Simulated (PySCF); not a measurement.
Trend along group 15: MH anions

PBE with double-zeta basis sets in PySCF, for the lowest determinant that a PBE0 search found; no spin–orbit coupling. De refers to high-spin ground-configuration atoms (the charge goes to the atom of lower measured ionisation energy or higher electron affinity, which is not always the lowest computed limit). A positive dipole points towards H; it is taken about the centre of mass and depends on that origin.

```csv
M,basis,charged atom,state (unpaired electrons),Re (Å),ωe (cm⁻¹),De (eV),μ (D)
P,aug-pcseg-1,H−,doublet (π ↑),1.462,2193,3.55,0.01
As,aug-cc-pVDZ-DK,As−,doublet (π ↑),1.566,1974,3.10,-0.42
Sb,aug-cc-pVDZ-PP/aug-cc-pVDZ,Sb−,doublet (π ↑),1.758,1741,2.79,-0.77
Bi,aug-cc-pVDZ-PP/aug-cc-pVDZ,Bi−,doublet (π ↑),1.844,1612,2.61,-1.29
```

The shortest bond is that of PH⁻ (1.462 Å), the longest that of BiH⁻ (1.844 Å).

The rows differ in basis set, which adds steps of its own.

Relativity is treated differently too: P no relativity; As spin-free X2C; Sb scalar-relativistic core potentials; Bi scalar-relativistic core potentials.

Down a group bonds as a rule get longer and wavenumbers fall, partly through the reduced mass; this series shows no clear exception.

These are scalar-relativistic numbers at best; spin–orbit coupling would shift them, the dissociation energy most. For an ion De counts to the pair picked by the measured ionisation energies or electron affinities, which need not be the lowest pair at this level. The highest Kohn–Sham level is positive in some of these anions. Much of that is self-interaction error, but it also means that the finite basis helps to hold the extra electron. States were picked by a PBE0 search and need not be the measured ground states.
